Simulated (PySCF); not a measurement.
cis-Zr(H2O)2Cl4 (singlet state).
Bonds: Zr1–O2, Zr1–Cl5, Zr1–O6, Zr1–Cl9, Zr1–Cl10, Zr1–Cl11. Hydrogens: H3, H4 on O2; H7, H8 on O6.

Theory: PySCF, TDDFT PBE0/def2-SVPD, vertical, gas phase, core orbitals frozen in the response, def2 core potentials past Kr. Geometry: PBE0-D3(BJ)/def2-SVP; no solvent, vibrations or thermal averaging. Spin–orbit coupling is left out.

Orbital energies (eV): HOMO-3 -9.09, HOMO-2 -8.81, HOMO-1 -8.77, HOMO -8.73, LUMO -2.20, LUMO+1 -2.07, LUMO+2 -1.92.

Lowest singlets, with some entries withheld (?).

| state | E (eV) | f | main configurations (H = HOMO, L = LUMO) |
| --- | --- | --- | --- |
| S1 | 5.20 | 0.0016 | H-1→L (84%), H-2→L+1 (13%) |
| S2 | 5.21 | 0.0021 | H-2→L (87%), H-1→L+1 (8%) |
| S3 | 5.25 | 0.0000 | H→L+1 (98%) |
| S4 | 5.32 | 0.012 | H→L (76%), H-1→L+2 (17%) |
| S5 | 5.33 | 0.0026 | H-1→L+1 (86%) |
| S6 | ? | 0.0019 | H→L+2 (66%), H-2→L+1 (27%) |
| S7 | ? | 0.0000 | H-3→L (97%) |
| S8 | ? | 0.0000 | H-2→L+2 (93%) |
| S9 | ? | 0.027 | H-1→L+2 (69%), H-3→L+1 (10%), H→L (10%) |
| S10 | ? | 0.0044 | H-4→L (64%), H-3→L+2 (35%) |

Problem. What stands in place of each question mark?

Solution. 
- S6: E = 5.40 eV
- S7: E = 5.46 eV
- S8: E = 5.49 eV
- S9: E = 5.62 eV
- S10: E = 5.68 eV

Problem. What is the vertical ionisation energy by ΔSCF at this level?

Solution. 10.46 eV; −ε(HOMO) is 8.73 eV.

Problem. Where do the lowest triplets lie (Tamm–Dancoff)?

Solution. T1 4.92 eV, H→L (87%), H-1→L+2 (11%); T2 4.95 eV, H-1→L (57%), H-2→L+1 (26%), H→L+2 (15%); T3 5.06 eV, H-2→L+1 (69%), H-1→L (25%); T4 5.09 eV, H-2→L (83%), H-1→L+1 (12%). E(S1) − E(T1) = +0.28 eV.

Problem. How far apart are S2 and S4, in eV and cm⁻¹?

Solution. 5.318 − 5.214 = 0.104 eV, or about 840 cm⁻¹.
